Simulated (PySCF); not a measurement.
In(F)(Br)(OH) (BrFHInO), SMILES [In]([Br])([F])[OH].

Coordinates come from a PBE-D3(BJ)/def2-SVP optimisation. The structure was generated by enumeration; whether it is a known compound was not checked. The def2 effective core potentials stand for the cores of In; spin–orbit coupling is left out. The values are those of a single conformer.

Level of theory: PBE-D3(BJ)/def2-SVP in PySCF.

Frequencies are harmonic and unscaled.

| mode | ν (cm⁻¹) | IR (km/mol) | moving atoms (share of kinetic energy) |
|---|---|---|---|
| 1 | 84 | 2.7 | O 38 %, In 21 %, F 20 %, Br 16 % |
| 2 | 111 | 28.6 | F 55 %, O 30 % |
| 3 | 113 | 13.8 | In 37 %, O 29 %, F 26 % |
| 4 | 252 | 19.3 | Br 61 %, In 35 % |
| 5 | 281 | 95.0 | H 93 % |
| 6 | 574 | 37.5 | F 48 %, O 42 %, In 9 % |
| 7 | 596 | 55.4 | O 43 %, F 38 %, In 18 % |
| 8 | 861 | 60.4 | H 93 % |
| 9 | 3679 | 74.0 | H 94 % |
